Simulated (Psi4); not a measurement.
H4Si2 (SMILES [SiH][SiH3]), singlet, geometry from GFN2-xTB. Base run: HF/pcseg-1 run with Psi4.

Psi4 was given this input:
```
memory 2 GB

molecule mol {
0 1
Si   -0.288906    0.946481    0.771451
H     0.382608    2.122327    0.129654
Si    0.207329   -0.807678   -0.597427
H     0.996315   -0.861303   -1.840963
H    -1.091687   -1.388386   -0.989240
H     0.854851   -1.815878    0.264216
}

set {
  basis pcseg-1
  reference rhf
}

energy('scf')
print_variables()
```

Variants of this job, named by their change:

```json
[
 {"change": "base", "ΔE vs base (µEh)": "0.0", "SCF cycles": "7", "basis functions": "56"},
 {"change": "scf_initial_accelerator = ediis", "ΔE vs base (µEh)": "0.0", "SCF cycles": "7", "basis functions": "56"},
 {"change": "scf_type = pk", "ΔE vs base (µEh)": "5.8", "SCF cycles": "7", "basis functions": "56"},
 {"change": "ints_tolerance = 1e-8", "ΔE vs base (µEh)": "0.0", "SCF cycles": "7", "basis functions": "56"},
 {"change": "guess = sapgau", "ΔE vs base (µEh)": "0.0", "SCF cycles": "7", "basis functions": "56"},
 {"change": "basis_guess = sto-3g", "ΔE vs base (µEh)": "0.0", "SCF cycles": "6", "basis functions": "56"},
 {"change": "guess = modhuckel", "ΔE vs base (µEh)": "0.0", "SCF cycles": "8", "basis functions": "56"},
 {"change": "df_basis_scf = def2-universal-jkfit", "ΔE vs base (µEh)": "0.0", "SCF cycles": "7", "basis functions": "56"},
 {"change": "level_shift = 0.3", "ΔE vs base (µEh)": "0.0", "SCF cycles": "7", "basis functions": "56"},
 {"change": "basis_guess = true", "ΔE vs base (µEh)": "0.0", "SCF cycles": "6", "basis functions": "56"},
 {"change": "e_convergence = 1e-10", "ΔE vs base (µEh)": "0.0", "SCF cycles": "10", "basis functions": "56"},
 {"change": "scf_type = mem_df", "ΔE vs base (µEh)": "0.0", "SCF cycles": "7", "basis functions": "56"},
 {"change": "scf_type = dfdirj+cosx", "ΔE vs base (µEh)": "…", "SCF cycles": "8", "basis functions": "56"}
]
```

**Question.** Some entries are withheld; supply them.

**Answer.** 
- scf_type = dfdirj+cosx, ΔE vs base (µEh): -1145
